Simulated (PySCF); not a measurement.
# N(3+): ionisation energy

N(3+) [He] 2s2 (1S) → N(4+) [He] 2s1 (2S), as a difference of total energies. Computed with PySCF 2.14 in an even-tempered Gaussian basis (16 s from 0.2 bohr⁻², ratio 2.5; 8 p from 0.37 bohr⁻², ratio 2.7; 5 d from 1.1 bohr⁻², ratio 2.7; 5 f from 1.7 bohr⁻², ratio 2.7), with no relativity, point nucleus. Correlated levels: nothing frozen; virtual orbitals above 40 to 60 times the deepest correlated orbital energy dropped. The calculations carry no spin-orbit coupling.

```tsv
method	ionisation energy (eV)	error (eV)
UHF	74.977	-2.497
LDA	76.166	-1.308
PBE	76.444	-1.030
PBE0	76.360	-1.114
r2SCAN	75.822	-1.652
M06	76.210	-1.264
revPBE	76.461	-1.013
MP2 (all electrons)	76.508	-0.966
SCS-MP2 (all electrons)	76.785	-0.689
```

Reference: 77.474 eV (measured; NIST Atomic Spectra Database, ionization energies).

MP2 underrates the near-degeneracy of ns² with np² in the lower species.
